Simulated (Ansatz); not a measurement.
Total energies of `Br[CH]Br` radical.

```tsv
atom	x (Å)	y (Å)	z (Å)
Br1	-0.5815	-0.1845	1.6472
C2	-0.1623	-0.0808	-0.1489
Br3	0.9277	1.2676	-0.7862
H4	-0.1840	-1.0023	-0.7122
```

Total charge 0; spin multiplicity 2. Correlated methods include outer-core shells of Br, which these sets cover unevenly. Scalar relativity is left out up to krypton. Geometry: relaxed with PBE0-D4/def2-TZVP. Basis def2-TZVPP, Ansatz 0.2.0.

RPA on PBE orbitals: Hartree–Fock energy of these orbitals -5183.19475 Eh, correlation -1.06106 Eh (frozen core).

```json
{"functional": "revPBE", "energy without D4 (Eh)": "-5186.52014", "D4 term (kJ/mol)": "-26.1"}
{"functional": "B2PLYP", "energy without D4 (Eh)": "-5186.16587", "D4 term (kJ/mol)": "–"}
```

(1) Give the same for LDA (SPW92), PBE, BLYP, r2SCAN, B97M-V, PBE0, B3LYP, r2SCANh, r2SCAN0, HSE06 (plane-wave form), BHLYP, CAM-B3LYP, LC-ωPBE, ωB97X-V, ωB97M-V, PBE-QIDH. (Estimate.)

B3LYP takes the VWN-RPA correlation (the form of Gaussian; ORCA's B3LYP/G). HSE06 is the plane-wave form, built on full-range PBE exchange. The double hybrids freeze the cores in their second-order part.

Answers

(1) The calculation gave: 
| functional | energy without D4 (Eh) | D4 term (kJ/mol) |
| --- | --- | --- |
| LDA (SPW92) | -5179.49131 | – |
| PBE | -5186.14823 | -9.4 |
| BLYP | -5187.00524 | -20.9 |
| r2SCAN | -5186.91857 | -1.9 |
| B97M-V | -5186.04202 | – |
| PBE0 | -5186.32755 | -7.9 |
| B3LYP | -5187.02477 | -15.7 |
| r2SCANh | -5186.91511 | -2.1 |
| r2SCAN0 | -5186.91105 | -2.4 |
| HSE06 (plane-wave form) | -5186.33438 | -7.4 |
| BHLYP | -5186.92509 | -13.5 |
| CAM-B3LYP | -5187.19550 | -8.2 |
| LC-ωPBE | -5186.22969 | – |
| ωB97X-V | -5186.48285 | – |
| ωB97M-V | -5186.66084 | – |
| PBE-QIDH | -5185.69968 | – |

LC-ωPBE has ω = 0.4 bohr⁻¹.
